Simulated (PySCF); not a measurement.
Computed IR spectrum (relative IR intensity) of a molecule C5H5Cl. Geometry: PBE-D3(BJ)/def2-SVP. Other conformers were not sampled. All values below come from PySCF with PBE-D3(BJ)/def2-SVP. Frequencies are harmonic and unscaled.

Lines under 2 % of the strongest are left out, and lines within 2 cm⁻¹ are merged.

| ν (cm⁻¹) | relative intensity |
|---|---|
| 268 | 3.3 |
| 405 | 8.8 |
| 591 | 4.5 |
| 610 | 38 |
| 665 | 30 |
| 677 | 24 |
| 806 | 17 |
| 957 | 59 |
| 981 | 66 |
| 1126 | 14 |
| 1285 | 17 |
| 1398 | 20 |
| 1634 | 2.9 |
| 2144 | 3.1 |
| 2958 | 20 |
| 3025 | 7.9 |
| 3080 | 3.1 |
| 3113 | 3.8 |
| 3406 | 100 |

### Question
Which structure fits?
A. C#C/C(Cl)=C\C
B. C#C[C@H]1C[C@H]1Cl
C. C#C/C(C)=C/Cl
D. CC#C/C=C\Cl

### Answer
A, C#C/C(Cl)=C\C
